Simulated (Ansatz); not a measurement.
`[CH3][GaH][S]S` + `C=N` → `C=[N][GaH][CH3]` + `SS`  (ligand exchange at a Ga–S bond)

Calculated with Ansatz (gas phase, PBE0-D4/def2-TZVP geometries, no zero-point term in ΔE). CCSD(T)/CBS is the MP2 limit (def2-TZVPP, def2-QZVPP) plus CCSD(T) − MP2 in def2-TZVPP, frozen cores. This one scheme is used for every species. Functionals use def2-TZVPP. For Ga outer-core shells are correlated without core-valence functions, which leaves a few kJ/mol of doubt a bond. Scalar relativity is left out up to krypton. One conformer a species, not always the lowest.

```
             level  ΔE (kJ/mol)  difference from CCSD(T)/CBS
           PBE0-D4         75.5                          1.8
              PBE0         72.4                         -1.3
     HF/def2-TZVPP         69.7                         -4.0
    MP2/def2-TZVPP         72.1                         -1.6
   CCSD/def2-TZVPP         70.0                         -3.7
CCSD(T)/def2-TZVPP         71.2                         -2.5
     HF/def2-QZVPP         67.8                         -5.9
      HF/CBS(def2)         67.5                         -6.2
     MP2/CBS(def2)         74.7                          1.0
    CCSD/CBS(def2)         72.6                         -1.1
       CCSD(T)/CBS         73.7                            0
```

Largest T1 diagnostic among the species: 0.015.

From PBE to PBE0 (25 % exact exchange), in def2-TZVPP and without D4, ΔE moves by +3.6 kJ/mol. The D4 term adds +5.7 kJ/mol with B3LYP and +3.1 kJ/mol with PBE0; it sums over pairs of atoms, weighted by their polarisabilities, and B3LYP, whose exchange is more repulsive, gets the larger term.

B3LYP here is the variant with VWN-RPA as its local correlation; programs differ in this.
